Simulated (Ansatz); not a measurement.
An input meant for `CCCCCCCCCCCCO` (charge 0, singlet; atoms displaced at random, 0.15 Å in each coordinate).

```yaml
crystal:
  periodic: [false, false, false]
  atoms:
    - {symbol: C, position_ang: [-5.580440, 0.851237, -0.577395]}
    - {symbol: C, position_ang: [-4.067477, 0.017889, -0.637740]}
    - {symbol: C, position_ang: [-3.761140, -0.313698, 0.518664]}
    - {symbol: C, position_ang: [-2.277559, -1.273340, 0.045004]}
    - {symbol: C, position_ang: [-1.231884, -0.397279, -0.607703]}
    - {symbol: C, position_ang: [-0.863648, 0.608702, -0.203247]}
    - {symbol: C, position_ang: [-0.353884, 0.822157, 1.169389]}
    - {symbol: C, position_ang: [1.013984, -0.379922, 1.346099]}
    - {symbol: C, position_ang: [2.250969, 0.095095, 0.337776]}
    - {symbol: C, position_ang: [3.452158, -1.045517, 0.336639]}
    - {symbol: C, position_ang: [4.479230, -0.658450, -0.449426]}
    - {symbol: C, position_ang: [5.235651, 0.144745, -0.683630]}
    - {symbol: O, position_ang: [6.427971, 0.462938, -1.188688]}
    - {symbol: H, position_ang: [-5.426293, 1.678148, 0.107011]}
    - {symbol: H, position_ang: [-6.435223, 0.747676, 0.524430]}
    - {symbol: H, position_ang: [-6.694999, 1.209137, -1.157941]}
    - {symbol: H, position_ang: [-3.940986, 0.782433, -1.256327]}
    - {symbol: H, position_ang: [-4.544403, -0.801621, -1.149210]}
    - {symbol: H, position_ang: [-4.405750, -0.829371, 1.391354]}
    - {symbol: H, position_ang: [-3.284748, 0.473193, 1.161333]}
    - {symbol: H, position_ang: [-2.791316, -2.307669, -0.285117]}
    - {symbol: H, position_ang: [-1.976001, -1.421508, 1.209719]}
    - {symbol: H, position_ang: [-1.884158, -0.500559, -1.851048]}
    - {symbol: H, position_ang: [-0.499990, -1.138943, -0.845290]}
    - {symbol: H, position_ang: [0.091433, 1.193026, -1.381467]}
    - {symbol: H, position_ang: [-1.474156, 1.810354, -0.343640]}
    - {symbol: H, position_ang: [-1.058313, 0.811882, 2.108318]}
    - {symbol: H, position_ang: [0.351534, 1.689233, 1.454448]}
    - {symbol: H, position_ang: [0.554763, -1.217446, 0.712979]}
    - {symbol: H, position_ang: [1.161973, -0.206783, 2.046647]}
    - {symbol: H, position_ang: [2.696111, 0.952390, 0.254796]}
    - {symbol: H, position_ang: [1.610268, -0.299612, -0.866797]}
    - {symbol: H, position_ang: [3.098578, -2.296477, 0.330264]}
    - {symbol: H, position_ang: [3.877875, -0.788315, 1.266753]}
    - {symbol: H, position_ang: [3.989080, -1.215855, -1.513515]}
    - {symbol: H, position_ang: [5.095203, -1.915721, -0.256254]}
    - {symbol: H, position_ang: [4.707314, 1.155335, -0.755150]}
    - {symbol: H, position_ang: [5.598693, 0.817911, 0.622576]}
    - {symbol: H, position_ang: [6.735179, 1.230977, -1.524571]}
basis:
  gaussian: {orbitals: "6-31++G**"}
magnetization: {spin_polarized: true, initial_magnetization: 1}
hamiltonian: {xc: {name: wB97X-V}}
output: {forces: true}
```

```sh
$ ansatz run in.yaml --threads 6 --pin off --events-out ev --progress --plain --max-ram 7833MiB
```

It prints (some lines left out):

```
Error: a molecule whose nuclei and cores have a total charge of 106 cannot have a net charge of 0 together with 1 unpaired electrons
```

In this input the number of unpaired electrons doesn't fit the electron count. The program refused the input.
